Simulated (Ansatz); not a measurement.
Start from `OBOBF` and change one atom or group to get `COBF`.

Ansatz, PBE0-D4/def2-TZVP geometries, multiplicity 1. Each molecule was computed in one conformer, which needn't be the lowest.

```
                                          property  `OBOBF`
               HOMO energy (B3LYP/def2-TZVPP) / eV    -9.33
                 HOMO energy (PBE/def2-TZVPP) / eV    -7.97
                HOMO energy (PBE0/def2-TZVPP) / eV    -9.55
size of the dipole moment (ωB97M-V/def2-TZVPP) / D     2.01
           HOMO–LUMO gap (ωB97M-V/def2-TZVPP) / eV    13.76
             LUMO energy (ωB97M-V/def2-TZVPP) / eV     1.83
```

Q: Give the same properties after the change, and the shifts. (Best estimate.)

A: Ansatz gave: 
| property | `COBF` | shift |
| --- | --- | --- |
| HOMO energy (B3LYP/def2-TZVPP) / eV | -9.07 | 0.26 |
| HOMO energy (PBE/def2-TZVPP) / eV | -7.75 | 0.22 |
| HOMO energy (PBE0/def2-TZVPP) / eV | -9.31 | 0.24 |
| size of the dipole moment (ωB97M-V/def2-TZVPP) / D | 2.54 | 0.53 |
| HOMO–LUMO gap (ωB97M-V/def2-TZVPP) / eV | 13.88 | 0.12 |
| LUMO energy (ωB97M-V/def2-TZVPP) / eV | 2.17 | 0.34 |

With PBE0 the HOMO rises by 0.24 eV and the LUMO rises by 0.50 eV, so the gap widens by about 0.26 eV. PBE moves the HOMO by 0.22 eV and ωB97M-V by 0.22 eV. Dipoles are sizes alone; their direction can turn.

B3LYP here is the variant with VWN-RPA as its local correlation; programs differ in this.
